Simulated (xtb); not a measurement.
xtb input:

```bash
xtb mol.xyz --gfn 1 --sp --chrg 1 --uhf 0
```
mol.xyz:
```
12

C     -2.22242270     0.37209345    -0.23874821
C     -0.94632448    -0.26112626     0.23295157
O      0.19165250     0.50256983    -0.40581113
C      1.39909688     0.22359810    -0.21483914
O      1.87681025    -0.71014174     0.51736847
H     -2.31943113     0.30384028    -1.32105929
H     -3.05412410    -0.16974955     0.21508881
H     -2.28309718     1.41410436     0.07108766
H     -0.79981487    -0.16988556     1.30981547
H     -0.83660099    -1.29396637    -0.09965610
H      2.13755298     0.83842824    -0.72445119
H      1.22571516    -1.26958782     0.98053060
```

Task: What final total energy does it print?

Result: -19.02919 Eh (GFN1-xTB).

It need not be the lowest isomer of its formula.
